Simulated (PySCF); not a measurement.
Excitation energies in several basis sets

Species: resorcinol, C6H6O2.
SMILES: `Oc1cccc(O)c1`

TDDFT with PBE0 (PySCF), vertical singlets, core orbitals frozen in the response, spherical d and f functions. Isolated species at its PBE0-D3(BJ)/def2-SVP geometry (one conformer only).

```json
{"basis": "6-31G*", "functions": "124", "diffuse": "no", "S1 (eV)": "5.27", "S2 (eV)": "6.08", "S3 (eV)": "6.76", "S4 (eV)": "6.91", "S5 (eV)": "7.08", "LUMO (eV)": "0.37", "α (au)": "63.4"}
{"basis": "def2-SVP", "functions": "142", "diffuse": "no", "S1 (eV)": "5.21", "S2 (eV)": "6.01", "S3 (eV)": "6.54", "S4 (eV)": "6.67", "S5 (eV)": "6.86", "LUMO (eV)": "0.09", "α (au)": "66.6"}
{"basis": "6-31+G*", "functions": "156", "diffuse": "yes", "S1 (eV)": "5.13", "S2 (eV)": "5.37", "S3 (eV)": "5.63", "S4 (eV)": "5.83", "S5 (eV)": "5.91", "LUMO (eV)": "-0.10", "α (au)": "75.2"}
{"basis": "def2-SVPD", "functions": "214", "diffuse": "yes", "S1 (eV)": "5.10", "S2 (eV)": "5.74", "S3 (eV)": "5.83", "S4 (eV)": "5.99", "S5 (eV)": "6.32", "LUMO (eV)": "-0.18", "α (au)": "78.3"}
{"basis": "aug-cc-pVDZ", "functions": "238", "diffuse": "yes", "S1 (eV)": "5.05", "S2 (eV)": "5.16", "S3 (eV)": "5.42", "S4 (eV)": "5.71", "S5 (eV)": "5.75", "LUMO (eV)": "-0.22", "α (au)": "80.3"}
{"basis": "def2-TZVP", "functions": "284", "diffuse": "no", "S1 (eV)": "5.11", "S2 (eV)": "5.85", "S3 (eV)": "6.08", "S4 (eV)": "6.33", "S5 (eV)": "6.48", "LUMO (eV)": "-0.09", "α (au)": "75.3"}
```

Question: How much do these states and the polarisability depend on the basis?

Answer: States are compared by their number. Against the largest diffuse basis here (aug-cc-pVDZ, itself not a converged limit), sets without diffuse functions differ by up to 0.22 eV in S1 and 1.33 eV in S5; the smaller diffuse sets differ by up to 0.08 and 0.58 eV. State by state, the largest deviation of a set without diffuse functions is S1 0.22, S2 0.92, S3 1.33, S4 1.20, S5 1.33 eV. The same number needn't mean the same state in each row. Against aug-cc-pVDZ the polarisability deviates by -21% in 6-31G*, -17% in def2-SVP, -6% in 6-31+G*, -3% in def2-SVPD, -6% in def2-TZVP. A single + in a Pople set puts diffuse functions on heavy atoms only.
